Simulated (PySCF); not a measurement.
Species: C8H9BO2.
Numbering: `[CH3:1][O:2][BH:3][c:4]1[cH:5][cH:6][cH:7][c:8](=[O:9])[cH:10][cH:11]1` (hydrogens: H12, H13, H14 on C1; H15 on B3; H16 on C5; H17 on C6; H18 on C7; H19 on C10; H20 on C11)

Geometry (PBE0-D3(BJ)/def2-SVP, Å), atoms numbered from 1 in this order:
```xyz
20
C8H9BO2 angstrom
C      3.862   -0.427    0.096
O      2.461   -0.524    0.087
B      1.644    0.534   -0.050
C      0.098    0.297   -0.046
C     -0.691    1.410   -0.194
C     -2.118    1.517   -0.233
C     -3.068    0.555   -0.099
C     -2.951   -0.892    0.140
O     -3.970   -1.552    0.296
C     -1.642   -1.555    0.179
C     -0.381   -1.055    0.107
H      4.274   -1.021   -0.734
H      4.248   -0.839    1.041
H      4.197    0.618   -0.007
H      2.106    1.652   -0.173
H     -0.159    2.362   -0.306
H     -2.495    2.533   -0.389
H     -4.117    0.864   -0.156
H     -1.750   -2.637    0.305
H      0.422   -1.796    0.183
```

The closed-shell ground state was solved at several levels (PySCF, density fitting, gas phase, non-relativistic).

```
            level  basis functions  total energy (Eh)  HOMO (eV)  LUMO (eV)  gap (eV)  dipole (D)
    PBE0/pcSseg-1              232          -484.9455      -6.93      -2.62      4.31        5.62
wB97X-D/def2-SVPD              298          -485.0661      -8.65      -0.96      7.69        5.75
     KT2/pcSseg-2              522          -494.0158      -5.72      -3.43      2.29        5.33
```

Q: Estimate the row for B3LYP/pcJ-1, a basis of 387 functions; the other rows only guide the guess.

A: Total energy -485.5956 Eh, HOMO -6.70 eV, LUMO -2.74 eV, gap 3.96 eV, dipole 5.62 D.

Q: Over all these levels, which gives the widest orbital gap and which the narrowest?

A: wB97X-D/def2-SVPD (range-separated hybrid) has the widest, 7.69 eV, and KT2/pcSseg-2 (GGA) the narrowest, 2.29 eV. Functional and basis both differ between the two, so the spread mixes both effects.

Q: How far do the dipole and the HOMO energy spread over the levels?

A: The dipole runs from 5.33 to 5.75 D (mean 5.58 D) and the HOMO from -8.65 to -5.72 eV.

One conformer stands for the species.

wB97X-D is run here without its empirical dispersion term; that term would change no orbital, density or response property at a fixed geometry.
